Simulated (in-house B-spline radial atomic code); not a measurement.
## Pd6+: [Ne] 3s2 (3p1/2)2 (3p3/2)3 3d10 4s2 4p6 4d5 (with a hole in an inner shell)

Level of theory: Dirac-Hartree-Fock, average of the jj configuration, Fermi nucleus of rms radius 4.5318 fm; calculated with a B-spline radial code for spherical atoms.

Screening seen three ways: the hydrogenic charge with the same mean radius, Z_r = [3n² - l(l+1)]/(2<r>), the one with the same energy, Z_e = n√(-2ε), and Slater's rules. Values are occupation-weighted means over j. An effective charge above Z reflects the relativistic contraction of the inner shells.

| shell | electrons | ε (eV) | <r> (bohr) | Z_r | Z_e | Slater |
| --- | --- | --- | --- | --- | --- | --- |
| 1s | 2 | -24634 | 0.03184 | 47.11 | 42.55 | 45.70 |
| 2s | 2 | -3793.1 | 0.1376 | 43.59 | 33.39 | 41.85 |
| 2p | 6 | -3410.5 | 0.1205 | 41.49 | 31.66 | 41.85 |
| 3s | 2 | -814.03 | 0.3745 | 36.04 | 23.21 | 35.10 |
| 3p | 5 | -690.97 | 0.3743 | 33.40 | 21.38 | 35.10 |
| 3d | 10 | -482.32 | 0.3518 | 29.85 | 17.86 | 25.85 |
| 4s | 2 | -206.73 | 0.9067 | 26.47 | 15.59 | 19.10 |
| 4p | 6 | -164.12 | 0.9698 | 23.72 | 13.89 | 19.10 |
| 4d | 5 | -104.41 | 1.128 | 18.61 | 11.08 | 9.60 |

The least bound orbital is 4d5/2 at -104.1 eV, and it is also the most diffuse (<r> = 1.132 bohr). The part-filled 3p shell lies below the filled 4p shell in orbital energy.

For the 1s electron the small component carries 2.84 % of the norm, the zero-frequency Breit interaction raises the level by 51.72 eV, self-energy by 28.84 eV, and vacuum polarisation lowers it by 3.56 eV.
